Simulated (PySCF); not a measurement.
**Ionisation energy of Si²⁺ by level of theory**

Si²⁺ [Ne] 3s2 (1S) → Si³⁺ [Ne] 3s1 (2S), as a difference of total energies. Calculation: PySCF 2.14, in aug-cc-pVDZ-DK (5s4p2d, 27 functions); the spin-free X2C one-electron Hamiltonian (Gaussian nucleus). Correlated levels: valence: [Ne] frozen. The calculations carry no spin-orbit coupling.

```csv
method,ionisation energy (eV),error (eV)
UHF,32.057,-1.436
M06-L,33.352,-0.141
PBE,33.501,+0.008
MP2 (valence),32.841,-0.652
SCS-MP2 (valence),32.998,-0.495
CCSD (valence),33.240,-0.253
```

Reference: 33.493 eV (measured; NIST Atomic Spectra Database, ionization energies).

Errors of the correlated levels include the incompleteness of this basis and the frozen core.

With two correlated electrons CCSD is exact in that space.
